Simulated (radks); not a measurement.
Q: The table gives one normalised radial function P(r) = r R(r) of Pt+ in [Xe] 4f14 5d9 (r in bohr). All-electron calculation, scalar-relativistic Kohn-Sham, PBE, spin-polarised, spherical densities, finite nucleus; open shells are filled with parallel spins first (spin-orbit coupling, left out, can overturn this in heavy ions); Fermi nuclear charge, rms radius 5.427 fm. Program: a radial shooting solver on a logarithmic mesh with Libxc functionals.

r          P
0.0006457   0.0000
0.0008612   0.0000
0.001149    0.0000
0.001532    0.0000
0.002043    0.0000
0.002725    0.0001
0.003664    0.0002
0.004887    0.0005
0.006518    0.0011
0.008693    0.0023
0.01159     0.0049
0.01546     0.0101
0.02063     0.0203
0.02751     0.0393
0.03669     0.0721
0.04894     0.1229
0.06579     0.1907
0.08775     0.2516
0.117       0.2622
0.1561      0.1661
0.2082     -0.0523
0.2777     -0.3019
0.3704     -0.3969
0.494      -0.2016
0.6589      0.2192
0.8788      0.6368
1.172       0.8405
1.576       0.7831
2.102       0.5754
2.803       0.3421
3.739       0.1607
4.987       0.0556

Which n and l does it have? It may be an empty orbital.

A: n = 5, l = 2: the number of nodes gives n - l - 1 = 2, the rise at small r (about r^(l+1), flatter next to the nucleus through relativity) gives l, and the extent must fit the shell. The curve is that of 5d down; the table hardly tells the two spins apart. 5d down: eigenvalue -13.981 eV, 2 radial nodes at r = 0.196, 0.573 bohr, <r> = 1.65 bohr, 90 % of the charge inside 2.60 bohr.
